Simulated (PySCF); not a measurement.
## Calcium: highly charged ions in a basis for the neutral atom

Ca¹⁷⁺ [He] 2s1, Ca¹⁸⁺ 1s2. All numbers are calculated (PySCF 2.14, scalar relativity by spin-free X2C-1e, in cc-pVDZ-X2C (5s4p2d, 27 functions)). No spin-orbit coupling, so a gap to NIST mixes the basis error with missing relativistic terms.

Changed run: basis of the neutral atom used for a highly charged ion. This setting is unsound on purpose.

```tsv
species	method	sound run (hartree)	changed run (hartree)	converged
Ca¹⁷⁺	UHF	not run	-431.67807	yes
Ca¹⁷⁺	MN15	not run	-431.95365	yes
Ca¹⁷⁺	B3LYP	not run	-431.63792	yes
Ca¹⁸⁺	UHF	not run	-389.59942	yes
Ca¹⁸⁺	MN15	not run	-389.84756	yes
Ca¹⁸⁺	B3LYP	not run	-389.49952	yes
```

Ionisation energy of Ca¹⁷⁺:

| method | changed run (eV) | NIST (eV) |
| --- | --- | --- |
| UHF | 1145.0 | 1157.7 |
| MN15 | 1145.8 | 1157.7 |
| B3LYP | 1146.6 | 1157.7 |

The contracted functions were made for the neutral atom and can be too rigid for a highly charged ion.
